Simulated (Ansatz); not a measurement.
CH7InN2 can be A, `[CH3][In]([NH2])[NH2]`, or B, `N[CH2][InH][NH2]`.

Calculated with Ansatz (gas phase, PBE0-D4/def2-TZVP geometries, no zero-point term in ΔE). CCSD(T)/CBS is the MP2 limit (def2-TZVPP, def2-QZVPP) plus CCSD(T) − MP2 in def2-TZVPP, frozen cores. DFT in def2-TZVPP. B3LYP here is the variant with VWN-RPA as its local correlation; programs differ in this. def2 core potentials past Kr. For In outer-core shells are correlated without core-valence functions, which leaves a few kJ/mol of doubt a bond. One conformer a species, not always the lowest.

Q: Which is lower in electronic energy at CCSD(T)/CBS, and by how much? (Best estimate.)

A: Computed: A, by 28.1 kcal/mol.

Q: Give E(B) − E(A) in kcal/mol with ωB97M-V, MP2/def2-TZVPP, PBE-D4, B3LYP-D4, CCSD/def2-TZVPP, r2SCAN-D4, CCSD(T)/def2-TZVPP. (Best estimate.)

A: Computed: ωB97M-V 25.5, MP2/def2-TZVPP 28.9, PBE-D4 22.8, B3LYP-D4 24.2, CCSD/def2-TZVPP 26.8, r2SCAN-D4 24.7, CCSD(T)/def2-TZVPP 26.8. None reverses the order clearly.

Largest T1 diagnostic: 0.014.

From PBE to PBE0 (25 % exact exchange), in def2-TZVPP and without D4, E(B) − E(A) moves by +1.1 kcal/mol.
